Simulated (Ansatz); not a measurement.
Energy difference R1 → P1 + 4 P2, each structure at its B3LYP-D3(BJ)/def2-TZVP stationary point, reached from a drawn start (curvature not checked).
R1: CF4 (SMILES FC(F)(F)F), charge 0, multiplicity 1.
P1: C atom, charge 0, multiplicity 3.
P2: F atom, charge 0, multiplicity 2.

P less R. No zero-point or thermal terms; singlets are restricted closed shells; open shells are unrestricted; no spin–orbit coupling.

Correlated levels freeze the cores. CBS(a, b) extrapolates the correlation energy as X⁻³ and adds the Hartree–Fock energy of set b.

Run with Ansatz (Gaussian orbitals). Each number belongs to the level named beside it.

**Question.** What is the computed reaction energy (CCSD(T)/CBS(cc-pVTZ, cc-pVQZ))?

**Answer.** 477.6 kcal/mol

**Question.** Predict the reaction energy from CCSD/cc-pVTZ.

**Answer.** 451.2 kcal/mol

**Question.** Give the reaction energy at the level B2PLYP/def2-TZVPP.

**Answer.** 470.9 kcal/mol

Ansatz is a first-principles code.
